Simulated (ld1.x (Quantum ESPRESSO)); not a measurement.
## u(r) = r·R(r): atom against pseudo-atom (Sn)

Columns: radius, all-electron u(r) and pseudo u(r) of the 5p shell (level -10.28 eV) of tin in the configuration [Kr] 4d10 5s2 5p1; PBEsol, scalar-relativistic, TM scheme, ld1.x (Quantum ESPRESSO) 7.5.

| r (bohr) | all-electron | pseudo |
| --- | --- | --- |
| 0.132 | -0.0098 | -0.0031 |
| 0.265 | -0.1785 | -0.0127 |
| 0.398 | 0.0066 | -0.0288 |
| 0.530 | 0.2085 | -0.0514 |
| 0.663 | 0.2905 | -0.0811 |
| 0.795 | 0.2582 | -0.1176 |
| 0.928 | 0.1563 | -0.1616 |
| 1.060 | 0.0255 | -0.2121 |
| 1.193 | -0.1105 | -0.2691 |
| 1.325 | -0.2357 | -0.3301 |
| 1.458 | -0.3457 | -0.3939 |
| 1.590 | -0.4366 | -0.4562 |
| 1.723 | -0.5098 | -0.5145 |
| 1.855 | -0.5657 | -0.5646 |
| 1.988 | -0.6069 | -0.6048 |
| 2.120 | -0.6344 | -0.6331 |
| 2.252 | -0.6506 | -0.6501 |
| 2.385 | -0.6570 | -0.6570 |
| 2.518 | -0.6554 | -0.6554 |
| 2.650 | -0.6470 | -0.6470 |
| 2.782 | -0.6332 | -0.6332 |
| 2.915 | -0.6150 | -0.6150 |
| 3.048 | -0.5934 | -0.5934 |
| 3.180 | -0.5694 | -0.5694 |
| 3.312 | -0.5438 | -0.5438 |
| 3.445 | -0.5168 | -0.5168 |

Question: How many radial nodes do the two functions have?

Answer: The all-electron 5p function has n − l − 1 = 3 (the table is too coarse to show those close to the nucleus); the pseudo-wave has 0, since the states of the same l below it are removed with the core.

Question: At about which radius was the pseudo-wave matched?

Answer: 2.65 bohr. The columns agree to 0.0005 from 2.25 bohr on; several derivatives are matched, so the curves merge somewhat inside the radius.

Question: Is the pseudo-wave norm-conserving?

Answer: Yes: the TM scheme keeps the norm inside the radius equal to the all-electron one, which fixes the energy derivative of the logarithmic derivative at the level.
